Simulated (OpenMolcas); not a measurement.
# Levels of Os6+ by method

```
Program             : OpenMolcas 26.06
Basis               : ANO-RCC-VQZP [9s8p6d4f3g2h]
Scalar Hamiltonian  : DKH2, point nucleus
Active space        : 8 electrons in 8 orbitals (RAS1 5p, at most 2 holes; RAS2 5d)
State averaging     : 2S+1 = 3 even, 10 roots; 2S+1 = 1 even, 15 roots
Spin-orbit coupling : RASSI with atomic mean-field integrals over the reference wave functions, term energies averaged over their components
```

Methods on the same reference wave functions:
A. RASSCF
B. SS-RASPT2, IPEA 0.25 Eh, imaginary shift 0.1 Eh (closed shells correlated: 5s)

Energies in cm-1 above 5d2 3F2, the measured ground level; measured values from van het Hof, Joshi, Wyart and Sugar, J. Res. Natl. Inst. Stand. Technol. 100, 687 (1995).

```tsv
Level	A	B	Measured
5d2 3F2	0.0	0.0	0.0
5d2 3F3	10295	10530	10308
5d2 3P0	17523	16530	15837
5d2 3F4	18573	18400	
5d2 3P1	23845	22980	22098
5d2 1G4	34262	32020	31274
5d2 3P2 [57 %]	35086	33900	33127
5d2 1S0	60789	58660	57710
```

Deviations, from unrounded energies. A percentage is the sum of absolute deviations over the sum of measured energies, with the sign that they share, or ± where signs differ.

```csv
Against measurement,Levels,A,B
mean absolute deviation (cm-1),6,1900,710
fine structure of the ground term (%),1,-0.1,+2.1
other terms of the ground configuration (%),5,+7.2,+2.5
```

B lies closest to measurement on these levels. The largest miss of B in the table is 5d2 1S0, by +950 cm-1. The ranking rests on the paired levels alone, and a cruder setting can come out closer through cancelling errors.

From A to B the spin-free energies of the other terms of 5d2 shown, above 3F, scale by factors of 0.85 to 0.94, as is usual when dynamic correlation screens the repulsion within a d or f shell.

The lowest spin-free term lies below A's lowest term by 0.196 hartree in B.

Term energies are means over components that CASPT2 splits; among the terms shown or strongly mixed into the levels shown the widest spread is 400 cm-1 (5d2 1G, B). Active for correlation alone: 5p; no level in the range computed is led by a configuration that opens it, so any true level of that kind is missing. Without dynamic correlation excited terms often stand tens of per cent too high (terms of higher spin than the ground term too low), and those without a measured partner can miss by more than the paired ones (holds for A). Measured partners are found by configuration, term and J. A level has none where our copy of the source lacks it or the pairing is in doubt (some pairs that miss far off the trend of their configuration count as doubtful), and it then counts in no deviation. Only configurations of the active space appear. Levels that lie high or do not pair safely by name in every column are left out.

A share in square brackets marks a mixed level and gives the weight of the term that names it, the lowest over the columns.
